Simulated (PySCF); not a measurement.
## Fe(SH)2: what the settings change

Fe(SH)2 holds Fe(II), d6, at total charge 0. The structure is a PBE0-D3(BJ)/def2-TZVP geometry optimised for multiplicity 5; coordination linear, point group C2h, metal–donor distances 2.23 Å.

```
5

Fe    0.000    0.000    0.000
S     0.000    0.000    2.230
H     1.345    0.000    2.294
S     0.000    0.000   -2.230
H    -1.345    0.000   -2.294
```

Method (PySCF 2.14, density fitting): CASSCF(6,5) with orbitals averaged over all microstates of the shell, strongly contracted NEVPT2 on the averaged canonical orbitals; basis x2c-TZVPall on the metal, x2c-SVPall elsewhere; spin-free X2C; gas phase; spin-orbit coupling by state interaction with the mean-field operator over all roots.

Base run: NEVPT2 ground state 5Ag, next 5Bg at 148, then 5Ag at 1799 cm⁻¹, B(CASSCF) 1089, ζ 393 cm⁻¹, μeff(300 K) 6.23 μB.

Task: What happens with the basis x2c-TZVPall on all atoms?

Result: NEVPT2 ground state 5Ag, next 5Bg at 148, then 5Ag at 1880 cm⁻¹, B(CASSCF) 1089, ζ 393 cm⁻¹, μeff(300 K) 6.23 μB. It took 6 s against 6.2 s on a shared host of the same kind.

Task: What happens with orbitals averaged over the highest spin alone?

Result: NEVPT2 ground state 5Ag, next 5Bg at 140, then 5Ag at 1725 cm⁻¹, B(CASSCF) 1116, ζ 400 cm⁻¹, μeff(300 K) 6.24 μB.

No frequencies were computed for the optimised geometry. 5Bg (148 cm⁻¹) lies within 300 cm⁻¹ of 5Ag at NEVPT2 level, inside the method's error: their order is undecided, and g values and low-temperature moments can hang on it. NEVPT2 lifts 5Bg from 4707 to 6600 cm⁻¹; on the d shell alone such lifts tend to overshoot.
